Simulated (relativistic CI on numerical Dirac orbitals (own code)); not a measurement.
## Te22+: sensitivity of the levels to the model

Base calculation: Dirac-Coulomb-Breit CI, KLI orbitals optimised for each configuration, model QED (radiative potential, 1s self-energy scaled to tabulated hydrogen-like ionisation energies), unscaled Slater integrals.

CI space (outside the closed core [Ar] 3d10): 4s2, 4s 4p, 4p2, 4s 4d, 4d2, 4s 4f, 4p 4d, 4f2, 4p 4f, 4d 4f, 4s 5s, 4s 5p, 4s 5d, 4s 5f, 4s 5g, 4s 6s. Levels of other configurations are missing.

Variants: (1) P86 correlation estimate; (2) configuration mixing switched off; (3) Breit term removed. Shifts of the energy above 4s2 1S_0, in cm⁻¹, for the lowest level and the first level of each name with at least 55 % of one term (blank where a level changes its place among those of its configuration and J or its character, or is not in the variant):

```tsv
Level	Base	Δ(1)	Δ(2)	Δ(3)
4s2 1S_0	0	0	0	0
4s 4p 3P°_0	339117	+562	-12316	-1693
4s 4p 3P°_1	360619	+563	-11135	-1479
4s 4p 3P°_2	454565	+562	-12154	-20
4s 4p 1P°_1	549988	+573	+576	-134
4p2 3P_0	791356	+1096	-12498	-3237
4p2 3P_1	882165	+1098	-11589	-1716
4p2 1D_2	886196	+1106	+5539	-1469
4p2 3P_2	994770	+1108	+5633	+45
4p2 1S_0	1062573	+1097	-10517	-190
4s 4d 3D_1	1130315	+1253	-11775	+1202
4s 4d 3D_2	1137919	+1253	-12415	+1469
4s 4d 3D_3	1152234	+1253	-11633	+2016
4s 4d 1D_2	1225654	+1236	-34705	+1524
```

At this charge energies of transitions that change n are usually good to better than 1 %, and those within a shell (Δn = 0) to a few per cent.

Ionisation energy from the two ground configurations alone: base 708.654 eV; P86 correlation estimate 709.56 eV; Breit term removed 709.016 eV. The NIST ASD value (theoretical) is 709 eV.

LS names give the leading component of a level, which can be under half, so a name can repeat, a term be missing and a line seem to break the LS rules.
